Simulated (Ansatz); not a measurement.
```yaml
crystal:
  periodic: [false, false, false]
  atoms:
    - {symbol: Si, position_ang: [-0.980197, 1.224272, -0.539739]}
    - {symbol: C, position_ang: [-0.371591, -0.243277, 0.413234]}
    - {symbol: C, position_ang: [1.086644, -0.344688, 0.786206]}
    - {symbol: C, position_ang: [0.528977, -1.252314, -0.255107]}
    - {symbol: H, position_ang: [-2.203110, 0.898362, -1.323709]}
    - {symbol: H, position_ang: [-1.298209, 2.366972, 0.359964]}
    - {symbol: H, position_ang: [0.093247, 1.644812, -1.483440]}
    - {symbol: H, position_ang: [-1.061866, -0.656391, 1.142951]}
    - {symbol: H, position_ang: [1.753608, 0.448168, 0.467101]}
    - {symbol: H, position_ang: [1.327810, -0.764902, 1.754791]}
    - {symbol: H, position_ang: [0.814297, -1.080503, -1.286785]}
    - {symbol: H, position_ang: [0.387389, -2.295611, -0.001368]}
basis:
  gaussian: {orbitals: def2-SVP}
hamiltonian: {xc: {name: r2SCAN50}, dispersion: d3bj}
kpoints: {mp_grid: {grid: [2, 2, 2]}}
```

```sh
$ ansatz run in.yaml --threads 2 --pin off --events-out ev --progress --plain --max-ram 4352MiB
```

Question: How does Ansatz answer? (Best estimate.)

Answer: Ansatz gave: The input was rejected before any iteration.
```
Error: invalid value for `basis.gaussian`: such a run doesn't read kpoints; remove what it names
```
